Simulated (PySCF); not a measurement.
Compound: C5H8BN.
SMILES: `[BH3-][N+]1=CC=CC=C1`

A linear-response calculation (PySCF, def2-SVPD basis, gas phase, vertical, core orbitals frozen in the response) gave these numbers; the functional is withheld.

Orbital energies (eV): HOMO-3 -11.66, HOMO-2 -10.42, HOMO-1 -9.62, HOMO -9.14, LUMO -0.30, LUMO+1 0.37, LUMO+2 1.91.

```csv
state,E (eV),f,"main configurations (H = HOMO, L = LUMO)"
S1,4.98,0.152,H→L (96%)
S2,5.22,0.0063,"H→L+1 (41%), H-2→L (30%), H-1→L (24%)"
S3,5.25,0.0042,"H-1→L (74%), H→L+1 (16%)"
S4,6.02,0.106,"H-2→L (50%), H→L+1 (42%)"
S5,6.08,0.0071,H-1→L+1 (99%)
S6,6.60,0.012,"H-3→L (66%), H-4→L (23%)"
```

Triplets, Tamm–Dancoff:

```tsv
state	E (eV)	λ (nm)	main configurations (H = HOMO, L = LUMO)
T1	3.96	313.0	H→L (68%), H-2→L+1 (13%), H-4→L (10%)
T2	4.46	277.9	H-2→L (94%)
T3	4.74	261.7	H-2→L+1 (83%), H→L (15%)
T4	5.16	240.2	H→L+1 (54%), H-1→L (33%)
```

Vertical ionisation energy by ΔSCF with the same functional: 9.52 eV. Mean static polarisability: 83.7 au.

Question: Name the functional.
A. wB97X-D
B. HF
C. B3LYP
D. PBE

Answer: A. wB97X-D is range-separated, 22% exact exchange at short range and 100% at long range (ω = 0.2 bohr⁻¹). In this run −ε(HOMO) = 9.14 eV differs from the ΔSCF value by -0.38 eV, and S1 differs from the orbital gap of 8.83 eV by -3.85 eV. The ratio −ε(HOMO)/IP is 0.96. Small neutral molecules mostly give 0.89 to 0.99 with wB97X-D, 0.5 to 0.7 with PBE, 0.67 to 0.83 with B3LYP; Hartree–Fock can't fall below 1, since the ion's relaxation only lowers the ΔSCF value. The other options: PBE, a GGA without exact exchange; HF, time-dependent Hartree–Fock, 100% exact exchange; B3LYP, a global hybrid with 20% exact exchange.

Theory: PySCF 2.14.0, density-fitted response routines, TDDFT wB97X-D/def2-SVPD, vertical, gas phase, core orbitals frozen in the response. Geometry: PBE0-D3(BJ)/def2-SVP; no solvent, vibrations or thermal averaging.
